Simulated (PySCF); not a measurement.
**Partial charges of `COC1=C(C)P1C(C)C`**

Species: C7H13OP.
Structure used (GFN2-xTB), in Å, numbered top down from 1:
```
atom  x, y, z in Å
C1     2.0613    2.4099    0.3007
O2     2.1304    1.1491    0.9364
C3     1.5098    0.1582    0.3069
C4     1.3167   -1.1407    0.2568
C5     1.6601   -2.4591    0.8182
P6     0.3596   -0.2658   -1.0578
C7    -1.3390   -0.0661   -0.2146
C8    -1.9398    1.2920   -0.5622
C9    -2.2542   -1.1991   -0.6672
H10    2.3237    3.1557    1.0490
H11    2.7692    2.4576   -0.5326
H12    1.0538    2.6012   -0.0817
H13    2.1020   -3.0917    0.0487
H14    2.3706   -2.3391    1.6346
H15    0.7675   -2.9599    1.1929
H16   -1.1832   -0.1324    0.8700
H17   -1.3156    2.1013   -0.1852
H18   -2.0270    1.4007   -1.6421
H19   -2.9313    1.3950   -0.1235
H20   -1.8212   -2.1646   -0.4117
H21   -3.2302   -1.1196   -0.1902
H22   -2.3935   -1.1631   -1.7463
```

Density: PBE0/pcSseg-1 (PySCF); schemes: Mulliken, IAO, Hirshfeld and ESP-fitted. The structure is a single GFN2-xTB conformer in the gas phase; no vibrational or solvent corrections.

Task: Atoms with like bonding are taken together and averaged. Do the Mulliken, IAO, Hirshfeld and ESP-fitted schemes agree on where the charge is highest?

Result: The schemes don't all agree: Mulliken P6 (+0.344); IAO P6 (+0.363); Hirshfeld P6 (+0.088); ESP-fitted C7 (+0.773).

Task: Do the Mulliken, IAO, Hirshfeld and ESP-fitted schemes agree on where the charge is lowest?

Result: The schemes don't all agree: Mulliken C7 (-0.537); IAO C5 (-0.429); Hirshfeld C8/C9 (-0.127); ESP-fitted C8/C9 (-0.636).

Task: For which atoms does the sign change between the 4 schemes (beyond +0.03 e in one, beyond −0.03 e in another)?

Result: C4, P6, C7 and H16. Atomic charges aren't observables, and each scheme defines them in its own way.

Task: Give the atomic charges in each scheme.

Result: In e; atoms taken as equivalent share a row and are averaged (×n: the atom named and its like, n in all):

| atom | environment | Mulliken | IAO | Hirshfeld | ESP-fitted |
| --- | --- | --- | --- | --- | --- |
| C1 | methoxy carbon | -0.030 | -0.198 | -0.031 | -0.043 |
| O2 | ether oxygen | -0.439 | -0.301 | -0.102 | -0.280 |
| C3 | vinylic carbon bearing oxygen | +0.067 | +0.022 | +0.017 | +0.113 |
| C4 | fully substituted alkene carbon | -0.364 | -0.206 | -0.062 | +0.224 |
| C5 | allylic carbon | -0.169 | -0.429 | -0.112 | -0.576 |
| P6 | phosphine phosphorus | +0.344 | +0.363 | +0.088 | -0.424 |
| C7 | sp3 carbon bound to phosphorus | -0.537 | -0.275 | -0.077 | +0.773 |
| C8/C9 | methyl carbon | -0.226 | -0.417 | -0.127 | -0.636 |
| H10/H11/H12 | methyl hydrogen | +0.118 | +0.148 | +0.048 | +0.089 |
| H13/H14/H15 | methyl hydrogen | +0.131 | +0.159 | +0.051 | +0.165 |
| H16 | methine hydrogen | +0.144 | +0.126 | +0.025 | -0.140 |
| H17 (×6) | methyl hydrogen | +0.115 | +0.135 | +0.035 | +0.143 |

Mean size of the charges over all atoms: ESP-fitted 0.248 e, IAO 0.204 e, Mulliken 0.181 e, Hirshfeld 0.058 e. Each set sums to the total charge, 0, to within 0.001 e. The Mulliken scheme counts on each atom the diagonal of the density matrix times the overlap matrix over that atom's basis functions. The IAO scheme projects the occupied orbitals on a minimal set of polarised atomic orbitals and counts the electrons in each atom's part of it.

Some averages cover members that differ in this geometry: C8/C9, ESP-fitted -0.691 to -0.581; H17 (×6), ESP-fitted +0.116 to +0.170; H10/H11/H12, IAO +0.137 to +0.162 e.

Task: How closely do the schemes follow one another over all atoms?

Result: Correlation coefficient and root-mean-square difference: IAO with Hirshfeld 0.99, 0.166 e; Mulliken with Hirshfeld 0.88, 0.164 e; Mulliken with IAO 0.87, 0.115 e; Hirshfeld with ESP-fitted 0.45, 0.301 e; IAO with ESP-fitted 0.41, 0.312 e; Mulliken with ESP-fitted 0.03, 0.386 e.

Task: Sum the charges by element, for elements with more than one atom.

Result: 
```tsv
element	atoms	Mulliken	IAO	Hirshfeld	ESP-fitted
C	7	-1.484	-1.921	-0.518	-0.779
H	13	+1.579	+1.860	+0.533	+1.482
```
